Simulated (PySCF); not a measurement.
CH5NO2Si2, SMILES N#CO[Si@H](O)[SiH3].

Geometry optimised at PBE0-D3(BJ)/def2-SVP. The structure was generated by enumeration; whether it is a known compound was not checked. Other conformers were not sampled.

Two levels are set side by side: TDA-PBE/def2-SVPD (PySCF) and TDA-PBE0/def2-SVPD (PySCF). Vertical, same geometry. The lowest singlet is HOMO→LUMO 92 % with PBE and HOMO→LUMO 93 % with the other functional; states are paired by order. Differences are taken from unrounded values.

| quantity | TDA-PBE |
|---|---|
| lowest singlet excitation (eV) | 5.57 |
| lowest triplet excitation (TDA) (eV) | 5.27 |

Q: These are the TDA-PBE values. What does TDA-PBE0 give? (Estimate from the structure and the level; the computed values follow.)

A: 
| quantity | TDA-PBE0 | TDA-PBE minus TDA-PBE0 |
|---|---|---|
| lowest singlet excitation (eV) | 6.48 | -0.91 |
| lowest triplet excitation (TDA) (eV) | 5.71 | -0.44 |

Functionals without exact exchange tend to place singlet excitations lower, as here. Differences between two approximate levels are no errors against the true value.

Rough cost on one machine, each run with all the roots and properties that it gave: TDA-PBE0 against TDA-PBE about 3 times.
